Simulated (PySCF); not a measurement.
(2S)-1-bromo-2-fluoropropane (C₃H₆BrF), SMILES [C@H](CBr)(F)C. The structure is a stationary point at B3LYP-D3(BJ)/def2-SVP. One conformer was computed; it need not be the lowest.

The numbers are results of B3LYP-D3(BJ)/def2-SVP (PySCF 2.14.0), not measurements.

Harmonic wavenumbers (cm⁻¹): 104, 187, 241, 321, 389, 458, 691, 839, 885, 948, 1040, 1108, 1158, 1214, 1236, 1363, 1375, 1412, 1451, 1461, 1476, 3044, 3053, 3098, 3132, 3147, 3175. Rotational constants (GHz): 7.861, 1.354, 1.208; symmetry number 1.

Question: Work out the zero-point energy and the ideal-gas rigid-rotor harmonic-oscillator thermochemistry at 298.15 K and 1 atm.

Answer: ZPE = ½ Σ hcν = ½ × 38007 cm⁻¹ = 227.33 kJ/mol. H − E(el) = 245.68 kJ/mol. Entropy in J/(mol K): translation 170.46, rotation 115.55, vibration 48.65, total 334.66. G − E(el) = 145.90 kJ/mol. Cp = 92.92 J/(mol K). Modes under 150 cm⁻¹ make the vibrational entropy uncertain.
